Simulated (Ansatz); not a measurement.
```
atom    x (Å)    y (Å)    z (Å)
   C  -0.0185  -0.4083  -1.8644
   C  -0.0348   0.4160  -0.6750
   C  -0.0013  -0.3650   0.6365
   C   0.0191   0.4657   1.8935
   H   0.0418   0.1829  -2.7995
   H   0.8376  -1.0698  -1.9585
   H  -0.8622  -1.0331  -1.9443
   H  -0.8496   1.0495  -0.6146
   H   0.9146   1.0604  -0.6629
   H   0.8638  -1.0787   0.6825
   H  -0.8513  -1.0443   0.6231
   H   0.0258  -0.1749   2.8399
   H   0.8422   1.0830   1.9778
   H  -0.8748   1.1164   1.9816
```

Basis set: cc-pVDZ (spherical functions). Frozen core: 4 orbitals. Charge 0, multiplicity 1.

Computed with Ansatz (development build ahead of 0.2.0); each method stands on the lowest determinant of its kind that the runs found. Restricted open shells among the atoms or ions are ROHF, correlated in semicanonical orbitals with singles.

The atomization energy at this shape (free ground-state atoms in the same class of orbitals less the molecule, no zero-point energy) of singlet C4H10:

| method | atomization energy |
| --- | --- |
| RHF | 42.71 eV |

Problem. What does RHF-MP2 give?

Solution. 52.66 eV. Caution: the shape is not the minimum.
